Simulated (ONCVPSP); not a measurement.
## Reading a pseudo-wave (strontium (Sr))

Columns: radius, all-electron u(r) and pseudo u(r) of the 4p shell (level -23.88 eV) of strontium in the configuration [Ar] 3d10 4s2 4p6 5s1 5p1; BLYP, non-relativistic, ONCV scheme, ONCVPSP 4.0.1.

```csv
r (bohr),all-electron,pseudo
0.138,0.1826,0.0255
0.275,-0.3307,0.0978
0.413,-0.4199,0.2083
0.550,-0.1693,0.3413
0.688,0.1721,0.4824
0.825,0.4704,0.6137
0.963,0.6878,0.7239
1.100,0.8199,0.8027
1.238,0.8823,0.8474
1.375,0.8911,0.8581
1.513,0.8628,0.8391
1.650,0.8113,0.7974
1.788,0.7464,0.7397
1.925,0.6761,0.6736
2.062,0.6049,0.6043
2.200,0.5356,0.5356
2.338,0.4706,0.4706
2.475,0.4113,0.4113
2.613,0.3572,0.3572
2.750,0.3093,0.3093
2.888,0.2665,0.2665
3.025,0.2292,0.2292
3.162,0.1965,0.1965
3.300,0.1680,0.1680
3.438,0.1433,0.1433
3.575,0.1222,0.1222
```

(1) How many radial nodes do the two functions have?

(2) At about which radius was the pseudo-wave matched?

(3) Is the pseudo-wave norm-conserving?

Answers

(1) The all-electron 4p function has n − l − 1 = 2; the pseudo-wave has 0, since the states of the same l below it are removed with the core.

(2) 2.50 bohr. The columns agree to 0.0005 from 2.20 bohr on; several derivatives are matched, so the curves merge somewhat inside the radius.

(3) Yes: the ONCV scheme keeps the norm inside the radius equal to the all-electron one, which fixes the energy derivative of the logarithmic derivative at the level.
